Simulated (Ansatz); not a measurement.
Ansatz (a program for electronic structure) input (CCSD(T)/cc-pVTZ):

Ansatz 0.2 input:
```yaml
crystal:
  periodic: [false, false, false]
  atoms:
    - {symbol: B, position_ang: [0.03941277, 0.01004859, -0.00369542]}
    - {symbol: N, position_ang: [1.49189406, 0.09399543, -0.17175893]}
    - {symbol: N, position_ang: [-0.60221362, -1.24190760, 0.22271853]}
    - {symbol: N, position_ang: [-0.69452148, 1.21605428, -0.13536449]}
    - {symbol: H, position_ang: [2.01071924, -0.43233212, 0.53387136]}
    - {symbol: H, position_ang: [-0.08397302, -2.10029770, 0.28301268]}
    - {symbol: H, position_ang: [-1.58549939, -1.38622622, 0.06654916]}
    - {symbol: H, position_ang: [-0.23121413, 2.08236150, -0.34444368]}
    - {symbol: H, position_ang: [-1.67320935, 1.30925674, 0.07032175]}
basis:
  gaussian:
    orbitals: cc-pVTZ
magnetization: {spin_polarized: true, initial_magnetization: 1}
correlation: {method: ccsd_t, electrons: outside_noble_gas}
```

End of the output:

```
integrals: 1.16 GiB planned
1099 factors; integrals over basis functions are off by at most 1.2e-3 eV
mean field: 0.71 GiB planned
mean field evaluation 1: about -5195.3210 eV, gradient 3.1e1 eV
mean field evaluation 2: about -5195.3242 eV, gradient 3.1e1 eV
mean field evaluation 4: about -5199.7478 eV, gradient 2.9e0 eV
mean field evaluation 8: about -5199.8355 eV, gradient 2.0e-1 eV
mean field evaluation 16: about -5198.9445 eV, gradient 1.4e1 eV
mean field evaluation 32: about -5199.7362 eV, gradient 2.5e0 eV
mean field evaluation 64: about -5198.4037 eV, gradient 1.3e0 eV
mean field -5199.83801395 eV, -191.0905224358 hartree, gradient 2.0e-6 eV, S^2 0.758963; 4 other end points of the search recorded, 0 dependent functions left out
determinant -5199.83801395 eV, -191.0905224358 hartree, with singles and doubles -5219.80750690 eV, -191.8243877661 hartree
determinant -5198.39050873 eV, -191.0373276002 hartree, with singles and doubles -5218.38539588 eV, -191.7721261498 hartree
4 core orbitals not correlated
reference -5199.83801395 eV, -191.0905224358 hartree; 12, 11 occupied and 174, 175 virtual orbitals, 1099 factors
second order -18.91869686 eV of doubles, -0.00000000 eV of singles
coupled cluster: 5.79 GiB planned
cycle   1  -19.75984600 eV  change    -1.5e0 eV  update   2.4e-2
cycle   2  -19.80352136 eV  change   -4.4e-2 eV  update   5.3e-3
cycle   3  -19.80328007 eV  change    2.4e-4 eV  update   2.7e-3
cycle   4  -19.80366711 eV  change   -3.9e-4 eV  update   1.3e-3
cycle   5  -19.80446104 eV  change   -7.9e-4 eV  update   8.0e-4
cycle   6  -19.80480738 eV  change   -3.5e-4 eV  update   4.6e-4
cycle   7  -19.80496065 eV  change   -1.5e-4 eV  update   3.4e-4
cycle   8  -19.80502340 eV  change   -6.3e-5 eV  update   2.6e-4
cycle   9  -19.80489255 eV  change    1.3e-4 eV  update   1.9e-4
cycle  10  -19.80483385 eV  change    5.9e-5 eV  update   1.0e-4
cycle  11  -19.80493292 eV  change   -9.9e-5 eV  update   4.2e-5
cycle  12  -19.80493227 eV  change    6.5e-7 eV  update   1.8e-5
perturbative correction -0.74874400 eV, -0.0275158345 hartree
Total energy: -5220.39169022 eV, -191.8458561068 hartree
```

It need not be the lowest isomer of its formula.
